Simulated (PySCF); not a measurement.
## Orbital energies and ionisation energy

Species: C6H14N2Si2.
SMILES with atom numbers: `[N:1]#[C:2][SiH2:3][NH:4][SiH2:5][CH:6]1[CH2:7][CH2:8][CH2:9][CH2:10]1` (hydrogens: H11, H12 on Si3; H13 on N4; H14, H15 on Si5; H16 on C6; H17, H18 on C7; H19, H20 on C8; H21, H22 on C9; H23, H24 on C10)

Geometry (PBE0-D3(BJ)/def2-SVP, Å), atoms numbered from 1 in this order:
```xyz
24
C6H14N2Si2 angstrom
N      2.7629   -0.8730    1.5321
C      2.6983   -0.7743    0.3778
Si     2.5118   -0.5634   -1.4752
N      1.2837    0.5772   -1.8583
Si    -0.4425    0.2716   -2.0171
C     -1.0743   -0.7069   -0.5348
C     -0.9662    0.0540    0.7938
C     -2.2141    0.9461    0.8180
C     -3.2777    0.2122   -0.0304
C     -2.5754   -1.0250   -0.6212
H      2.1407   -1.9092   -1.9891
H      3.8445   -0.1210   -1.9650
H      1.5678    1.5518   -1.8869
H     -0.7209   -0.5196   -3.2582
H     -1.0822    1.6158   -2.1546
H     -0.4715   -1.6341   -0.5196
H     -0.9936   -0.6695    1.6262
H     -0.0280    0.6188    0.9079
H     -1.9856    1.9279    0.3738
H     -2.5552    1.1455    1.8446
H     -4.1545   -0.0798    0.5665
H     -3.6559    0.8686   -0.8295
H     -2.9209   -1.2670   -1.6397
H     -2.7899   -1.9120   -0.0022
```

Level: wB97X-D/def2-SVPD (PySCF). Frontier orbitals with their largest atomic shares (Löwdin; up to four atoms above 4 %):

```json
{"orbital": "HOMO−3", "ε (eV)": "-11.31", "main atoms": "C7 18 %, C6 17 %, C8 12 %, Si5 11 %"}
{"orbital": "HOMO−2", "ε (eV)": "-10.80", "main atoms": "C9 18 %, C8 16 %, H22 10 %, C10 9 %"}
{"orbital": "HOMO−1", "ε (eV)": "-10.50", "main atoms": "N4 26 %, Si5 14 %, C6 11 %, H15 8 %"}
{"orbital": "HOMO", "ε (eV)": "-9.57", "main atoms": "?"}
{"orbital": "LUMO", "ε (eV)": "0.95", "main atoms": "Si3 24 %, C2 19 %, N1 17 %, N4 8 %"}
{"orbital": "LUMO+1", "ε (eV)": "1.46", "main atoms": "N1 29 %, C2 29 %, Si3 23 %, H12 6 %"}
{"orbital": "LUMO+2", "ε (eV)": "1.91", "main atoms": "Si3 24 %, Si5 12 %, C2 12 %, H12 6 %"}
```

Question: What vertical ionisation energy does ΔSCF give, and how far is −ε(HOMO) from it?

Answer: ΔSCF: 9.56 eV (923 kJ/mol; threshold wavelength 130 nm); ⟨S²⟩ of the doublet left behind is 0.759, against 0.75 for a pure doublet. −ε(HOMO) is 9.57 eV, the same within 0.01 eV. For the exact functional −ε(HOMO) would equal the first vertical ionisation energy; wB97X-D (range-separated hybrid) comes within 0.01 eV of that here.

Question: On which atoms does the HOMO lie?

Answer: N4 (nitrogen bridging silicon atoms) 29 %, C6 (sp3 carbon bound to silicon) 19 %, Si5 (SiH2 silicon) 15 %, H14 (Si–H hydrogen) 7 %, so no atom holds as much as 40 %. The HOMO−1 lies 0.93 eV lower.

Question: How many of the 10 lowest singlet excitations (vertical TDDFT, same level) lie below the ionisation energy?

Answer: All 10; they run from 6.29 to 8.15 eV.

Question: What kinetic energy would electrons from this vertical process carry with 118.2 nm light (10.49 eV)?

Answer: 10.49 − 9.56 = 0.93 eV.

Question: What total energies stand behind the ΔSCF value?

Answer: E(N) = -925.06210 Eh and E(N − 1) = -924.71067 Eh at the same geometry, 0.35143 Eh apart.

Question: Shift the occupied levels rigidly so that −ε(HOMO) equals the ΔSCF value. What binding energies result?

Answer: The shift is -0.01 eV: HOMO 9.56, HOMO−1 10.49, HOMO−2 10.79, HOMO−3 11.30 eV. A rigid shift is only a rough guide to the deeper ionisations.

The structure is a single PBE0-D3(BJ)/def2-SVP conformer in the gas phase; no vibrational or solvent corrections.

These values come from a run that also computed excited states and ΔSCF ions. Hardware: one thread of an Arm Neoverse N1 (shared host). Cost: 14 min wall, 1.7 GiB resident at most.

Note: wB97X-D ran without an empirical dispersion term, which enters the total energy and its gradient alone.
